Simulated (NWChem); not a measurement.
System: C2H4FNOSi; SMILES N#CO[SiH2]CF

Here is an NWChem input.

```
start job
memory heap 200 mb stack 900 mb global 1100 mb
geometry units angstroms noautosym nocenter noautoz
  N     -0.926856    -2.635271     0.497110
  C     -0.287376    -1.839949    -0.058653
  O      0.414239    -0.974897    -0.686126
  Si     1.033038     0.481923    -0.008435
  C     -0.402997     1.546447     0.592574
  F     -1.149649     1.986087    -0.474995
  H      1.915552     0.112061     1.131831
  H      1.761719     1.096697    -1.140126
  H     -1.047327     0.975714     1.286631
  H     -0.012429     2.414344     1.156884
end
basis spherical
  * library 6-31g*
end
dft
  xc hfexch
  iterations 150
  mulliken
end
task dft energy
esp
  recalculate
  probe 0.07
  range 0.3
  factor 1.0
  spacing 0.02
end
task esp
```

NWChem printed, in part:

```
             Northwest Computational Chemistry Package (NWChem) 7.3.0
             --------------------------------------------------------

                             Geometry "geometry" -> ""
                             -------------------------

 Output coordinates in angstroms (scale by  1.889725989 to convert to a.u.)

  No.       Tag          Charge          X              Y              Z
 ---- ---------------- ---------- -------------- -------------- --------------
    1 N                    7.0000    -0.92685600    -2.63527100     0.49711000
    2 C                    6.0000    -0.28737600    -1.83994900    -0.05865300
    3 O                    8.0000     0.41423900    -0.97489700    -0.68612600
    4 Si                  14.0000     1.03303800     0.48192300    -0.00843500
    5 C                    6.0000    -0.40299700     1.54644700     0.59257400
    6 F                    9.0000    -1.14964900     1.98608700    -0.47499500
    7 H                    1.0000     1.91555200     0.11206100     1.13183100
    8 H                    1.0000     1.76171900     1.09669700    -1.14012600
    9 H                    1.0000    -1.04732700     0.97571400     1.28663100
   10 H                    1.0000    -0.01242900     2.41434400     1.15688400

 Effective nuclear repulsion energy (a.u.)     275.5957885896

  xc_inp: hfexch multiplicative factor not found.

                                 NWChem DFT Module
                                 -----------------

 Summary of "ao basis" -> "ao basis" (spherical)
 ------------------------------------------------------------------------------
       Tag                 Description            Shells   Functions and Types
 ---------------- ------------------------------  ------  ---------------------
 N                           6-31g*                  6       14   3s2p1d
 C                           6-31g*                  6       14   3s2p1d
 O                           6-31g*                  6       14   3s2p1d
 Si                          6-31g*                  8       18   4s3p1d
 F                           6-31g*                  6       14   3s2p1d
 H                           6-31g*                  2        2   2s

            General Information
            -------------------
          SCF calculation type: DFT
          Wavefunction type:  closed shell.
          No. of atoms     :    10
          No. of electrons :    54
           Alpha electrons :    27
            Beta electrons :    27
          Charge           :     0
          Spin multiplicity:     1
          Use of symmetry is: off; symmetry adaption is: off
          Maximum number of iterations: 150
          AO basis - number of functions:    96
                     number of shells:    46
          Convergence on energy requested:  1.00D-06
          Convergence on density requested:  1.00D-05
          Convergence on gradient requested:  5.00D-04

              XC Information
              --------------
                     Hartree-Fock (Exact) Exchange  1.000

      Superposition of Atomic Density Guess
      -------------------------------------

 Sum of atomic energies:        -594.55116847

      Non-variational initial energy
      ------------------------------

 Total energy =    -596.843801
 1-e energy   =   -1368.008595
 2-e energy   =     495.569006
 HOMO         =      -0.328406
 LUMO         =       0.040781

     ---------------------------------------------
      Total Density - Mulliken Population Analysis
     ---------------------------------------------

    Atom       Charge   Shell Charges
 -----------   ------   -------------------------------------------------------
    1 N    7     7.97   2.00  0.89  2.49  0.97  1.59  0.03
    2 C    6     4.95   2.00  0.69  1.48  0.28  0.41  0.09
    3 O    8     8.65   2.00  0.91  2.97  0.92  1.84  0.02
    4 Si  14    13.13   2.00  2.00  5.97  0.94  1.45  0.26  0.34  0.16
    5 C    6     6.08   2.00  0.69  1.74  0.63  0.97  0.05
    6 F    9     9.48   2.00  0.94  3.41  1.00  2.11  0.01
    7 H    1     1.06   0.47  0.59
    8 H    1     1.06   0.47  0.59
    9 H    1     0.81   0.47  0.33
   10 H    1     0.80   0.47  0.33

   convergence    iter        energy       DeltaE   RMS-Dens  Diis-err
 ---------------- ----- ----------------- --------- --------- ---------
 d= 0,ls=0.0,diis     1   -595.5714167084 -8.71D+02  9.58D-03  1.07D+00
 d= 0,ls=0.0,diis     2   -595.6504597976 -7.90D-02  4.34D-03  6.47D-01
 d= 0,ls=0.0,diis     3   -595.7164769623 -6.60D-02  1.18D-03  1.44D-02
 d= 0,ls=0.0,diis     4   -595.7190616808 -2.58D-03  4.59D-04  3.63D-03
 d= 0,ls=0.0,diis     5   -595.7195394360 -4.78D-04  1.94D-04  1.82D-04
  Resetting Diis
 d= 0,ls=0.0,diis     6   -595.7195852500 -4.58D-05  7.20D-05  2.21D-05
 d= 0,ls=0.0,diis     7   -595.7195906716 -5.42D-06  1.17D-05  1.44D-06
 d= 0,ls=0.0,diis     8   -595.7195909765 -3.05D-07  5.36D-06  3.59D-07

         Total DFT energy =     -595.719590976463
      One electron energy =    -1369.734467556577
           Coulomb energy =      555.551766437182
    Exchange-Corr. energy =      -57.132678446647
 Nuclear repulsion energy =      275.595788589578

 Numeric. integr. density =        0.000000000000

                       DFT Final Molecular Orbital Analysis
                       ------------------------------------

 Vector   25  Occ=2.000000D+00  E=-4.861541D-01
              MO Center= -1.8D-02,  8.5D-01,  2.5D-01, r^2= 3.6D+00
   Bfn.  Coefficient  Atom+Function         Bfn.  Coefficient  Atom+Function
  ----- ------------  ---------------      ----- ------------  ---------------
    49      0.319567   4 Si px               63     -0.251866   5 C  px
    77      0.204136   6 F  px               65      0.188833   5 C  pz
    64      0.181654   5 C  py               81      0.171519   6 F  px
    78     -0.150446   6 F  py               90      0.144406   7 H  s
    79     -0.141009   6 F  pz               50     -0.138265   4 Si py

 Vector   26  Occ=2.000000D+00  E=-4.456068D-01
              MO Center= -4.9D-01, -2.0D+00,  1.4D-01, r^2= 2.0D+00
   Bfn.  Coefficient  Atom+Function         Bfn.  Coefficient  Atom+Function
  ----- ------------  ---------------      ----- ------------  ---------------
     5      0.364708   1 N  pz               19      0.296010   2 C  pz
     9      0.254393   1 N  pz               33     -0.247727   3 O  pz
    37     -0.224203   3 O  pz                4      0.209284   1 N  py
    23      0.175599   2 C  pz               18      0.144317   2 C  py
     8      0.142205   1 N  py               32     -0.093417   3 O  py

 Vector   27  Occ=2.000000D+00  E=-4.361818D-01
              MO Center= -4.2D-01, -1.8D+00,  1.6D-01, r^2= 2.6D+00
   Bfn.  Coefficient  Atom+Function         Bfn.  Coefficient  Atom+Function
  ----- ------------  ---------------      ----- ------------  ---------------
     3      0.344595   1 N  px               31     -0.252371   3 O  px
    17      0.242727   2 C  px                7      0.238560   1 N  px
    35     -0.236918   3 O  px                4     -0.225841   1 N  py
    32      0.159541   3 O  py                8     -0.158321   1 N  py
    18     -0.156084   2 C  py               21      0.149099   2 C  px

 Vector   28  Occ=0.000000D+00  E= 1.034172D-01
              MO Center=  1.3D+00,  6.6D-01,  7.3D-02, r^2= 4.5D+00
   Bfn.  Coefficient  Atom+Function         Bfn.  Coefficient  Atom+Function
  ----- ------------  ---------------      ----- ------------  ---------------
    54      1.157204   4 Si py                6      0.527067   1 N  s
    53      0.459733   4 Si px               22      0.424559   2 C  py
    55      0.370800   4 Si pz               34      0.348912   3 O  s
    66     -0.328253   5 C  s                21      0.291477   2 C  px
    92     -0.271497   8 H  s                36      0.211549   3 O  py

[...]

                     NWChem Electrostatic Potential Fit Module
                     -----------------------------------------

 Atom parameters

 Number of atoms is                                   10
 Number of basis functions is                         96

 Grid parameters

 Maximum number of grid points is                  43152
 Number of grid points is                          43151
 Grid range                                     0.300000 nm
 Grid spacing                                   0.020000 nm
 Probe radius                                   0.070000 nm
 Atom radius factor                             1.000000

 Atomic radii

    1    0.100000
    6    0.147000
    7    0.140000
    8    0.136000
    9    0.128000
   14    0.187000
 FASTESP  F
  using M.O. file = ./job.movecs

    Atom              Coordinates                           Charge

                                                  ESP

    1 N    -0.092686   -0.263527    0.049711   -0.588962
    2 C    -0.028738   -0.183995   -0.005865    0.609373
    3 O     0.041424   -0.097490   -0.068613   -0.406124
    4 Si    0.103304    0.048192   -0.000844    0.695535
    5 C    -0.040300    0.154645    0.059257    0.163568
    6 F    -0.114965    0.198609   -0.047500   -0.290408
    7 H     0.191555    0.011206    0.113183   -0.137392
    8 H     0.176172    0.109670   -0.114013   -0.104948
    9 H    -0.104733    0.097571    0.128663    0.038865
   10 H    -0.001243    0.241434    0.115688    0.020493
                                            ------------
                                               -0.000000

 Dipole moment                                  2.043323

 Quadrupole moment Qxx                          2.340288
                   Qyy                         -9.369545
                   Qzz                          7.029257

 RMS deviation kJ/mol                           0.051103

 RRMS %                                        14.773514
```

Level: Hartree-Fock/6-31G* (spherical d). All runs use the structure optimised with PBE0/def2-SVP.
